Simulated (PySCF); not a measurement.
Atom-mapped SMILES (the numbers label the heavy atoms): `[CH2:1]=[CH:2][c:3]1[p:4][cH:5][cH:6][p:7][c:8]1[CH3:9]`; H(Xn) means a hydrogen on atom n. Ha(C1) is cis to C3; Hb(C1) is trans to C3.

PySCF calculation with NMR shieldings at PBE0/pcSseg-1/GIAO and geometry from GFN2-xTB; isolated molecule, a single conformation, one averaged value for each set of equivalent atoms, relativity neglected.

Chemical shifts δ = σref − σ; 13C (σref 186.93) and 1H (σref 31.72) vs TMS; H3PO4 for 31P (σref 318.38), all at this level.

```
 atoms  nucleus  count  δ (ppm)
    C5      13C      1    165.3
    C6      13C      1    167.1
 H(C9)       1H      3        ?
    C3      13C      1        ?
    P4      31P      1        ?
 H(C6)       1H      1        ?
 H(C2)       1H      1     7.60
    C2      13C      1    142.9
    C1      13C      1    123.6
    C8      13C      1    175.8
    C9      13C      1        ?
    P7      31P      1    262.0
 H(C5)       1H      1     9.59
Hb(C1)       1H      1     5.79
Ha(C1)       1H      1     7.80
```

Q: Complete the table.

A: 
- C3: 174.0 ppm, substituted aromatic carbon
- C9: 28.4 ppm, methyl carbon on an aromatic ring; saturated and bonded to C and H only
- H(C6): 9.36 ppm, hydrogen on an aromatic CH; aromatic region
- H(C9): 3.04 ppm, hydrogen on a methyl carbon on an aromatic ring; benzylic-type position, deshielded by the ring
- P4: 252.2 ppm, phosphorus bonded to 2 C, in a 6-membered ring

Shifts are as computed. Against solution values, carbons near 30 ppm lie about +3 ppm off and those near 130 ppm about +5 ppm. Of 1211 compounds with measured shifts, 218 miss one by over three times the rms of a fit or turn the order of signals round; such compounds aren't used in these exercises. Experimental scales use liquid or dissolved standards, which lie at an offset from isolated H3PO4.
